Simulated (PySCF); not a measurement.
Calibrating a computed adiabatic ionisation energy

Level of theory: ωB97X-D3(BJ)/ma-def2-TZVP single points in PySCF, grid level 2; every species was optimised with PBE0-D3(BJ)/ma-def2-SVP. The prefix ma- adds one diffuse s and one diffuse p function on all atoms but H. Zero-point energies come from unscaled PBE0-D3(BJ)/ma-def2-SVP harmonic frequencies.

```csv
molecule,computed / eV,measured / eV
"`[N]=O` (NO•, doublet)",9.57,9.26
"`[S][S]` (S2, triplet)",9.61,9.36
"hse(.), `[SeH]` (SeH•, doublet)",9.89,9.82
"carbon disulfide, `S=C=S` (CS2)",10.08,10.07
"sulfur oxide, `[O][S]` (OS, triplet)",10.55,10.29
"`[O]O` (HO2•, doublet)",11.33,?
"phosphorous nitride, `N#P` (NP)",11.96,11.88
"oxygen, `[O][O]` (O2, triplet)",12.41,12.07
"sulfur dioxide, `O=S=O` (O2S)",12.42,12.35
```

Question: Fit a straight line to the complete rows and predict the measured value of hydroperoxo, `[O]O` (HO2•, doublet).

Answer: measured = -0.250 + 1.007·computed (8 points, rms 0.12 eV, correlation 0.995). At 11.33 this gives 11.16 eV; the measured value is 11.35 eV, so the fit is off by 0.19.

Measured values: NIST Chemistry WebBook, evaluated or the median of agreeing entries.

(hydroperoxo) Run with `OMP_NUM_THREADS=1 python redox_run.py task.json out` on 1 thread of Arm Neoverse V1, a shared host. Structures, frequencies and single points: 38 s of wall time.
